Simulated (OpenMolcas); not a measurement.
Pt2+ with its 8 nearest fluoride ions at 2.334 Å, on the Sr site of SrF2 (a = 5.796 Å, distance in the model lattice 2.510 Å). The rest of the host is ab initio model potentials to 7.6 Å and point charges beyond; the distance is set by hand and nothing relaxes. Ligand basis ANO-RCC-VDZP.
```
Pt    0.0000    0.0000    0.0000
F     1.3475    1.3475    1.3475
F     1.3475    1.3475   -1.3475
F     1.3475   -1.3475    1.3475
F     1.3475   -1.3475   -1.3475
F    -1.3475    1.3475    1.3475
F    -1.3475    1.3475   -1.3475
F    -1.3475   -1.3475    1.3475
F    -1.3475   -1.3475   -1.3475
```

```
Program             : OpenMolcas
Method              : CASSCF
Basis               : ANO-RCC-VDZP [7s6p4d2f]
Scalar Hamiltonian  : DKH2, point nucleus
Active space        : 8 electrons in 5 orbitals (5d)
State averaging     : 2S+1 = 3 even, 10 roots; 2S+1 = 1 even, 15 roots
Spin-orbit coupling : state interaction with AMFI integrals over the reference wave functions
```

(1) What is the spin-free ground state (labels of O, the rotations of Oh)?

(2) Where is the first state of the same spin?

(3) What are the lowest two levels with spin-orbit coupling?

(4) What is χT at 300 K, and how does it compare with the textbook value?

(5) Which ligand-field parameters describe the states?

## Answers

(1) 3T1, 3-fold in its orbital part, 97 % from free-ion F terms; it has the highest spin that d8 allows.

(2) 3T2 at 7240 cm-1 above the ground state.

(3) A 1-fold level A1, then a 3-fold level T1 1760 cm-1 above it. Their leading multiplicities are 3 (97 %) and 3 (98 %).

(4) The lowest level has 2S+1 = 3, for which the spin-only value is χT = S(S+1) / 2 = 1.000 cm3 K/mol (g = 2). The computed 0.814 at 300 K differs by -0.186, through orbital momentum, spin-orbit coupling and any other state in reach. With a threefold ground state the orbital momentum is unquenched, so the spin-only value is not expected to hold.

(5) A least-squares ligand-field fit to the states below 45000 cm-1, each weighted by its degeneracy and with a free common offset, gives 10Dq = -8261 cm-1 (negative for this site), B = 810 cm-1 and C = 3268 cm-1 (C/B = 4.04), with an rms deviation of 42 cm-1. The same method and metal basis give the free ion B = 847 cm-1 (fit to its terms below 60000 cm-1, rms deviation 6 cm-1), so the nephelauxetic ratio is β = 810 / 847 = 0.96; it hangs on how both fits weigh the states, and computed free-ion B values tend to be too large, so β mixes covalency with correlation.

Without dynamic correlation the repulsion within the d shell is too large (B by tens of per cent), so at a given field states of lower spin stand too high. Real 4d8 and 5d8 ions are as a rule square planar and diamagnetic. With metal d orbitals alone the field can be off either way by tens of per cent. Ligand-to-metal charge-transfer states are missing. With no ligand orbital active B as a rule stays too high, so bands that hang on it stand too high and its fall with covalency is understated. No measured value stands beside these numbers; the geometry was set by hand and not optimised.
